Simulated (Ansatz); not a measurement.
Molecule: LiO, charge 0, multiplicity 2. 
Coordinates optimised at B3LYP-D3(BJ)/def2-TZVP (Ansatz, a first-principles code):
```xyz
2

Li     0.0000     0.0000    -1.2241
O      0.0000     0.0000     0.4590
```
Charge 0, spin multiplicity 2.

Quantity: atomisation energy (electronic, to ground-state atoms), in kcal/mol. Cores are frozen in the correlated levels unless marked. UHF or UKS for open shells. No spin-orbit coupling. No relativistic terms. The coupled-cluster limit lacks core correlation, which all-electron functionals hold. CBS(X,Y): correlation extrapolated as X^-3; Hartree-Fock from the larger set.

| level | program | atomisation energy (kcal/mol) |
|---|---|---|
| r2SCAN-D3(BJ)/def2-TZVPD | Ansatz + dftd3 | 84.2 |
| PBE0-D4/def2-TZVP | Ansatz + dftd4 | [?] |
| HSE06-D3(BJ)/def2-TZVPD | Ansatz + dftd3 | 80.6 |
| CAM-B3LYP/def2-TZVPD | Ansatz | [?] |
| wB97M-V/def2-TZVPD | Ansatz | [?] |
| wB97X-V/def2-TZVPD | Ansatz | 84.2 |
| SCS-MP2/def2-SVPD | Ansatz | 79.1 |
| CCSD(T)/CBS(def2-TZVPPD,def2-QZVPPD) | Ansatz | 83.9 |

Question: Fill in the missing entries.

Answer: 
- PBE0-D4/def2-TZVP, atomisation energy (kcal/mol): 78.6
- CAM-B3LYP/def2-TZVPD, atomisation energy (kcal/mol): 86.7
- wB97M-V/def2-TZVPD, atomisation energy (kcal/mol): 86.8
